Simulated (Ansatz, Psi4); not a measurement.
Psi4 was given this input:
```
memory 2 GB

molecule {
0 1
  Si    0.02863441   -0.01627765    0.49106656
  Cl   -1.24158057   -1.43679456   -0.14881741
  Cl   -0.64009829    1.79232122   -0.07685298
  Cl    1.85144867   -0.33834186   -0.29276296
  H     0.11303141   -0.06425436    1.93843503
}

set basis sto-3g
set freeze_core true
set mp2_type conv
set scf_type pk
set puream true
set d_convergence 1e-8

energy('mp2')
print_variables()
```

Convert this to an input for Ansatz (an electronic-structure program).

One answer among several that fit: 
Ansatz 0.2 input:
```yaml
crystal:
  periodic: [false, false, false]
  atoms:
    - {symbol: Si, position_ang: [0.02863441, -0.01627765, 0.49106656]}
    - {symbol: Cl, position_ang: [-1.24158057, -1.43679456, -0.14881741]}
    - {symbol: Cl, position_ang: [-0.64009829, 1.79232122, -0.07685298]}
    - {symbol: Cl, position_ang: [1.85144867, -0.33834186, -0.29276296]}
    - {symbol: H, position_ang: [0.11303141, -0.06425436, 1.93843503]}
basis:
  gaussian:
    orbitals: STO-3G
magnetization: {spin_polarized: false}
correlation: {method: mp2, electrons: outside_noble_gas}
accuracy: high
```

Both were run: Psi4 gave -1650.121687 Eh and Ansatz -1650.121687 Eh, 0.000 mEh apart.
